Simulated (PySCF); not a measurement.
# Electronic structure of Al (aluminium, neutral) at the UHF level

Configuration: [Ne] 3s2 3p1, 2P determinant. All numbers are calculated (PySCF 2.14, no relativity, point nucleus, in 6-31G*).

```
Total energy                                                  : -241.856351 hartree
One-electron energy                                           : -336.6599 hartree
Hartree (Coulomb) energy                                      : 112.8947 hartree
Exchange energy                                               : -18.0912 hartree
Kinetic energy                                                : 241.90402 hartree
⟨S²⟩                                                          : 0.7568
⟨L²⟩                                                          : 2.020
Sum of ⟨r⟩                                                    : 13.66 bohr
Sum of ⟨r²⟩                                                   : 32.87 bohr²
Traceless quadrupole moment −½Σ⟨3z² − r²⟩ along its main axis : -5.33 e·bohr²
Density at the nucleus (Gaussians lack the cusp)              : 1320 bohr⁻³
Spin density at the nucleus                                   : -0.0367 bohr⁻³
Langevin diamagnetic susceptibility                           : -26.0 ×10⁻⁶ cm³/mol
Time after the integrals                                      : 0.09 s of wall time on 1 thread of Neoverse-N1 (shared host)
```

```
shell  electrons  mean orbital energy (hartree)  spread (hartree)  rms radius, mean of both spins (bohr)
 1s α          1                      -58.48611                 0                                  0.140
 1s β          1                      -58.48333                 0                                  0.140
 2s α          1                       -4.90664                 0                                  0.677
 2s β          1                       -4.90310                 0                                  0.677
 2p α          3                       -3.21573           0.00581                                  0.675
 2p β          3                       -3.20923           0.00959                                  0.675
 3s α          1                       -0.42328                 0                                   2.82
 3s β          1                       -0.36113                 0                                   2.82
 3p α          1                       -0.21431                 0                                   3.65
```
